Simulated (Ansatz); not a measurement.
Basis-set series for `F[SiH]1[SiH2]S1`. Charge 0, multiplicity 1. The geometry is a stationary point of PBE0-D4/def2-TZVP.

Z-matrix (Å, degrees):
```
Si
Si 1 2.236
S 1 2.119 2 59.8
F 1 1.595 2 121.7 3 104.2
H 1 1.476 2 127.5 3 -101.8
H 2 1.482 1 124.1 3 99.5
H 2 1.481 1 121.7 3 -100.3
```

```csv
functional,basis,functions,energy (Eh),HOMO (eV),LUMO (eV)
PBE0-D4,def2-SVP,83,-1078.04280,-7.47,-0.40
PBE0-D4,def2-TZVPP,199,-1078.52066,-7.44,-0.65
ωB97M-V,def2-SVP,83,-1078.42261,-9.39,1.54
ωB97M-V,def2-TZVPP,199,-1078.90152,-9.40,1.16
```

Question: Give the rows for def2-QZVPP. (Best estimate.)

Answer: Computed: 
```tsv
functional	basis	functions	energy (Eh)	HOMO (eV)	LUMO (eV)
PBE0-D4	def2-QZVPP	357	-1078.55778	-7.46	-0.76
ωB97M-V	def2-QZVPP	357	-1078.93631	-9.43	0.88
```

Positive LUMOs are unbound and depend on the basis.
